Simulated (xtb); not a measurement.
C4H5BO2, SMILES C(B(O)C#C)(C)=O. All values are semi-empirical tight-binding results from xtb (GFN2-xTB unless named), good for trends rather than for accurate numbers. The structure is a stationary point at GFN2-xTB. The structure was generated by enumeration, and PubChem lists no compound with its InChIKey, so it may never have been made. Other conformers were not sampled.

- orbital gap: 3.03 eV
- dipole moment: 4.45 D
- zero-point energy: 51.5 kcal/mol
- G − E(el) at 298.15 K (modified RRHO): 30.7 kcal/mol
- static polarisability (D4 model): 63.4 bohr³
- solvation energy, GFN2-xTB/ALPB(water): -8.0 kcal/mol
- solvation energy, GFN2-xTB/ALPB(acetone): -11.9 kcal/mol

Computed IR lines (harmonic; lines under 4 % of the strongest left out, lines within 3 cm⁻¹ merged):
ν (cm⁻¹): 474 (w), 636 (w), 663 (m), 677 (w), 714 (m), 894 (m), 951 (m), 957 (w), 1073 (s), 1154 (m), 1327 (vs), 1351 (w), 1451 (w), 1740 (vs), 2203 (w), 3021 (w), 3043 (w) (against the strongest line: vs over 80 %, s over 45 %, m over 15 %, w over 4 %, vw less)
